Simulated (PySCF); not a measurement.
# Name the molecule from its bond curve

A diatomic of charge 0 contains As. Its triplet curve at ROHF in a triple-zeta basis (no relativity, PySCF), in eV from the separated fragments:

| R (Å) | E (eV) |
| --- | --- |
| 2.368 | 0.320 |
| 2.479 | 0.075 |
| 2.589 | -0.066 |
| 2.671 | -0.120 |
| 2.754 | -0.140 |
| 2.837 | -0.133 |
| 2.947 | -0.093 |
| 3.084 | -0.006 |
| 3.250 | 0.133 |
| 3.470 | 0.349 |

The fit gives ωe = 239 cm⁻¹ and the rotational constant Bₑ = 0.1247 cm⁻¹.

Problem. Which atom is the partner?

Solution. The minimum lies at 2.772 Å, so the reduced mass is 16.8576 u Å² cm⁻¹/(Bₑ·Re²) = 17.59 u. With As at 74.92 u the partner weighs about 23.0 u: Na. The molecule is NaAs.

Spin–orbit coupling is left out. The state is the lowest determinant that a PBE0 search found; another state may lie lower at other levels.
